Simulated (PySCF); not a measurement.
Computed shifts of a molecule CH₆O₂Si₂, PBE0/pcSseg-1 (PySCF), GIAO, gas phase, atoms alike by connectivity averaged where their shifts nearly agree, in ppm (number of nuclei): ²⁹Si: 20.8 (1), -27.2 (1). ¹³C: 61.0 (1). ¹H: 5.84 (1), 5.25 (1), 5.14 (1), 4.80 (1), 4.70 (1), 3.01 (1). References: ¹⁷O against H2O (σ = 334.2 ppm); ²⁹Si against TMS (σ = 352.7 ppm); ¹³C against TMS (σ = 186.3 ppm); ¹H against TMS (σ = 31.56 ppm), references at their B3LYP-D3(BJ)/def2-TZVP geometries, non-relativistic. Geometry: PBE-D3(BJ)/def2-SVP. The values are those of a single conformer.

**Question.** Which molecule gave these data?
(A) O[Si@@H]1C[SiH2]O1
(B) O=C[SiH2][SiH2]O
(C) O[Si@H]1OC[SiH2]1
(D) O[Si@@H]1CO[SiH2]1

**Answer.** C, O[Si@H]1OC[SiH2]1
